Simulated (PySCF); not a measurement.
## Static response to an electric field

C₆H₇OP.
Cartesian coordinates in Å at the GFN2-xTB level; atoms count from 1:
```
atom  x, y, z in Å
C1    -2.475   -1.136   -0.134
C2    -1.534   -0.205   -0.044
C3    -0.115   -0.490   -0.045
P4     0.613   -2.117   -0.169
C5     2.134   -1.352   -0.081
O6     2.119   -0.017    0.030
C7     0.869    0.463    0.050
C8     0.727    1.943    0.172
H9    -3.522   -0.891   -0.131
H10   -2.217   -2.180   -0.213
H11   -1.802    0.841    0.035
H12    3.113   -1.798   -0.102
H13    1.716    2.391    0.226
H14    0.170    2.204    1.071
H15    0.200    2.351   -0.689
```

Level: PBE0/def2-SVPD (PySCF), static field, nuclei fixed, core orbitals frozen in the response. The polarisability tensor in these axes (au):

```
x   123.39   7.26   1.55
y     7.26 110.33   4.08
z     1.55   4.08  62.95
```

Question: Diagonalise the tensor; give its mean and Δα, where Δα² is half the sum of the squared differences of the eigenvalues.

Answer: Principal values 62.59, 107.31 and 126.78 au; mean 98.89 au = 14.65 Å³ = 16.30 × 10⁻⁴⁰ C²·m²/J; Δα = 57.01 au (58 % of the mean).

Question: What is the dipole moment, and where does it point?

Answer: (0.11, 1.84, 0.16) D, 1.85 D in size, pointing from the negative to the positive side. Measured along this direction, the outermost atoms are H10 at the negative end and H13 at the positive end.

Question: Find the Langevin capture rate constant for H3O+ (19.018 u) meeting this molecule (126.023 u), k = 2.342 × 10⁻⁹ cm³/s × √(α in Å³ / reduced mass in u).

Answer: The reduced mass is 16.52 u, so k = 2.21 × 10⁻⁹ cm³/s. The formula leaves out the permanent dipole, which adds to the capture rate.

Question: What molar refraction does this α imply?

Answer: Lorentz–Lorenz: R = (4π/3)N_A α = 2.5225 cm³/(mol·Å³) × 14.65 Å³ = 37.0 cm³/mol, in the limit of long wavelengths.

Question: Orientational against electronic polarisability at 400 K (dilute gas, rigid molecules)?

Answer: In Gaussian units μ²/3kT = 20.68 Å³ against 14.65 Å³, a ratio of 1.41; the Debye molar polarisation (4π/3)N_A(α + μ²/3kT) is 89.1 cm³/mol, leaving out the vibrational part.

Question: Sum over states: ᾱ = Σ f/ω², ω in Eh. What share falls to these 8 lowest TDDFT singlets (eV, f)? 4.54, 0.0741; 5.20, 0.0353; 5.42, 0.1002; 5.73, 0.0119; 5.89, 0.4160; 6.09, 0.0099; 6.19, 0.0008; 6.21, 0.0069.

Answer: They add up to 15.66 au, 15.8 % of the 98.89 au; the largest single term is 8.89 au, from the state at 5.89 eV. Terms in order: 2.66, 0.97, 2.53, 0.27, 8.89, 0.20, 0.01, 0.13 au. Higher excitations give the rest. The strengths listed sum to 0.655.

One conformer (not necessarily the lowest) at the GFN2-xTB geometry, without solvent, vibrations or thermal averaging.
